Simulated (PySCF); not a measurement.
Basis and Hamiltonian dependence of the ionisation energy of Ba⁺

Ba⁺ [Xe] 6s1 (2S) → Ba²⁺ [Xe] (1S). Calculated with PySCF 2.14 from differences of total energies of unrestricted determinants, without spin-orbit coupling. Values in eV.

| basis | Hamiltonian | functions | UHF | r2SCAN | PBE0 | CCSD(T) (valence and next inner shell) |
| --- | --- | --- | --- | --- | --- | --- |
| def2-TZVP with the def2 core potential (46 electrons) | ECP | 40 | 9.345 | n/a | n/a | n/a |
| def2-TZVPP with the def2 core potential (46 electrons) | ECP | 40 | 9.345 | n/a | n/a | 9.663 |
| def2-TZVPPD with the def2 core potential (46 electrons) | ECP | 40 | 9.345 | 9.785 | 9.967 | 9.663 |
| aug-cc-pVDZ-X2C | spin-free X2C | 54 | 9.364 | 9.768 | 9.961 | n/a |
| def2-QZVPPD with the def2 core potential (46 electrons) | ECP | 60 | 9.337 | 9.758 | 9.952 | 9.823 |
| ANO-RCC-VTZP | spin-free X2C | 72 | 9.324 | 9.738 | 9.922 | 9.777 |
| aug-cc-pVTZ-X2C | spin-free X2C | 84 | 9.367 | 9.796 | 9.998 | n/a |
| x2c-TZVPPall | spin-free X2C | 85 | 9.371 | 9.809 | 9.993 | 9.885 |
| x2c-TZVPPall with one added diffuse shell each of s, p, d type | spin-free X2C | 94 | 9.371 | 9.810 | 9.995 | 9.887 |
| aug-cc-pwCVTZ-X2C | spin-free X2C | 109 | 9.368 | 9.805 | 10.002 | 9.921 |
| aug-cc-pVQZ-X2C | spin-free X2C | 118 | 9.370 | 9.804 | 10.002 | n/a |
| aug-cc-pwCVTZ-X2C with one added diffuse shell each of s, p, d, f type | spin-free X2C | 125 | 9.368 | 9.805 | 10.002 | n/a |
| x2c-QZVPPall | spin-free X2C | 139 | 9.368 | n/a | n/a | n/a |

Question: Estimate the row for Sapporo-DKH3-DZP-2012 (spin-free X2C, 41 functions).

Answer: From the rows with the same Hamiltonian and similar size; the calculation gives UHF 9.37 (eV).

Frozen in the all-electron rows: valence: [Xe]; valence and next inner shell: [Kr] 4d10; with a core potential, the same shells as far as they lie outside it.

Reference for a calculation without spin-orbit coupling: 10.004 eV (measured, between term centres; NIST).
